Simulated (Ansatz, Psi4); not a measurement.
Here is a job for Psi4.
```
memory 2 GB

molecule {
0 2
  C     1.53299942    0.71450865   -0.07982546
  C     0.06095953    0.70378944   -0.22714829
  S    -0.80517238   -0.73669354    0.18351772
  H    -2.02845725   -0.24935278   -0.03240556
  H    -0.41201640    1.36171374   -0.93464300
  H     1.87938030    1.72772034    0.12702719
  H     1.83695475    0.06093026    0.73566701
  H     2.04314293    0.37629641   -0.99008672
}

set basis def2-svpd
set reference uks
set scf_type pk
set puream true
set d_convergence 1e-8
set dft_radial_points 99
set dft_spherical_points 590

energy('bhhlyp')
print_variables()
```

**Question.** Give the equivalent Ansatz (a program for electronic structure) input.

**Answer.** This is not unique; one that fits is 
Ansatz 0.2 input:
```yaml
crystal:
  periodic: [false, false, false]
  atoms:
    - {symbol: C, position_ang: [1.53299942, 0.71450865, -0.07982546]}
    - {symbol: C, position_ang: [0.06095953, 0.70378944, -0.22714829]}
    - {symbol: S, position_ang: [-0.80517238, -0.73669354, 0.18351772]}
    - {symbol: H, position_ang: [-2.02845725, -0.24935278, -0.03240556]}
    - {symbol: H, position_ang: [-0.41201640, 1.36171374, -0.93464300]}
    - {symbol: H, position_ang: [1.87938030, 1.72772034, 0.12702719]}
    - {symbol: H, position_ang: [1.83695475, 0.06093026, 0.73566701]}
    - {symbol: H, position_ang: [2.04314293, 0.37629641, -0.99008672]}
basis:
  gaussian:
    orbitals: def2-SVPD
hamiltonian:
  xc: {name: BHLYP}
magnetization: {spin_polarized: true, initial_magnetization: 1}
accuracy: high
```

Both were run: Psi4 gave -477.127691 Eh and Ansatz -477.127691 Eh, 0.000 mEh apart.
